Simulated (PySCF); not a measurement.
Cd(Et)(OSiH3) (C₂H₈CdOSi), SMILES [O]([SiH3])[Cd][CH2]C.

The structure is a stationary point at PBE-D3(BJ)/def2-SVP. The def2 effective core potentials stand for the cores of Cd; spin–orbit coupling is left out. Other conformers were not sampled.

Two levels are set side by side: TDDFT-PBE/def2-SVPD (PySCF) and TDDFT-CAM-B3LYP/def2-SVPD (PySCF). Vertical, same geometry. The lowest singlet is HOMO→LUMO 100 % with PBE and HOMO−1→LUMO 90 % with the other functional; states are paired by order. Differences are taken from unrounded values.

```tsv
quantity	TDDFT-PBE
lowest singlet excitation (eV)	4.61
lowest triplet excitation (TDA) (eV)	4.39
first bright state (f over 0.05) (eV)	4.94
its oscillator strength	0.05
```

### Question
These are the TDDFT-PBE values. What does TDDFT-CAM-B3LYP give? (The exact figures need the calculation; the answer reports its results.)

### Answer

```
quantity                               TDDFT-CAM-B3LYP  TDDFT-PBE minus TDDFT-CAM-B3LYP
-------------------------------------  ---------------  -------------------------------
lowest singlet excitation (eV)                    5.74                            -1.13
lowest triplet excitation (TDA) (eV)              4.93                            -0.55
first bright state (f over 0.05) (eV)             6.00                            -1.06
its oscillator strength                           0.16                            -0.11
```

Functionals without exact exchange tend to place singlet excitations lower, as here. Differences between two approximate levels are no errors against the true value.

Rough cost on one machine, each run with all the roots and properties that it gave: TDDFT-CAM-B3LYP against TDDFT-PBE about 9 times.
